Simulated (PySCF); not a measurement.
## TDDFT excited states: C5H16Si2

Compound: C5H16Si2.
Numbering: `[CH3:1][CH2:2][CH2:3][SiH2:4][CH2:5][CH2:6][SiH3:7]` (hydrogens: H8, H9, H10 on C1; H11, H12 on C2; H13, H14 on C3; H15, H16 on Si4; H17, H18 on C5; H19, H20 on C6; H21, H22, H23 on Si7)

The calculation used TDDFT wB97X-D/def2-SVPD, vertical, gas phase, core orbitals frozen in the response in PySCF. The structure is a single PBE0-D3(BJ)/def2-SVP conformer in the gas phase; no vibrational or solvent corrections. Torsions of this conformer, `[CH3:1][CH2:2][CH2:3][SiH2:4][CH2:5][CH2:6][SiH3:7]`: C1–C2–C3–Si4 -179°, C2–C3–Si4–C5 180°, C3–Si4–C5–C6 171°, Si4–C5–C6–Si7 64°.

Problem. What does the calculation give for the low-lying excited states?

Solution. 

| state | λ (nm) | E (eV) | f | main configurations (H = HOMO, L = LUMO) |
| --- | --- | --- | --- | --- |
| S1 | 159.3 | 7.78 | 0.021 | H→L (75%), H-1→L (9%) |
| S2 | 154.5 | 8.02 | 0.018 | H→L+1 (64%), H-1→L (8%), H-1→L+1 (8%) |
| S3 | 149.7 | 8.28 | 0.038 | H-1→L+1 (57%) |
| S4 | 148.4 | 8.35 | 0.028 | H-1→L (34%), H-2→L (25%) |
| S5 | 146.4 | 8.47 | 0.065 | H-2→L (19%), H-1→L+2 (14%), H-1→L+3 (10%) |
| S6 | 145.2 | 8.54 | 0.0092 | H-2→L (29%), H→L+2 (21%) |
| S7 | 143.0 | 8.67 | 0.025 | H-3→L (27%), H-3→L+1 (15%), H-2→L+1 (14%) |
| S8 | 142.6 | 8.69 | 0.0060 | H-3→L+1 (35%), H-3→L (15%), H-2→L+1 (11%) |
| S9 | 141.4 | 8.77 | 0.013 | H-5→L (17%), H→L+5 (14%), H→L+6 (10%) |
| S10 | 140.1 | 8.85 | 0.013 | H-5→L (15%), H-6→L (11%) |

Triplets (Tamm–Dancoff): T1 7.46 eV, H→L (60%), H-1→L (11%); T2 7.83 eV, H→L+1 (52%), H-1→L+1 (23%); T3 7.91 eV, H-1→L+1 (26%), H-2→L (18%), H→L+3 (14%); T4 8.05 eV, H-1→L+1 (20%), H-1→L (19%), H→L+1 (11%).

The lowest singlet lies at 7.78 eV (159 nm, vacuum ultraviolet) and is weak; its leading configuration is HOMO→LUMO (75%). The strongest level in the table is S5 at 8.47 eV (146 nm, f = 0.065). Löwdin shares by element: HOMO carbon 48% or more, silicon 16% or more (atoms not listed hold the other 36%); LUMO silicon 36%, carbon 19% or more (atoms not listed hold the other 45%). Of the 10 states listed, 8 reach f = 0.01 and none stays under 0.0005. Weighted by f, the mean energy of these states is 8.40 eV. Orbital energies (eV): HOMO-3 -10.89, HOMO-2 -10.71, HOMO-1 -10.23, HOMO -9.95, LUMO 2.03, LUMO+1 2.17, LUMO+2 2.47. The vertical ionisation energy (ΔSCF) is 10.01 eV, 1.16 eV above S10. The window holds the lowest 10 singlets.

Hardware: one thread, Arm Neoverse N1 (aarch64), no GPU, shared host with 64 logical CPUs at a one-minute load of 59. Cost: 14 min, 1.3 GiB resident at most.
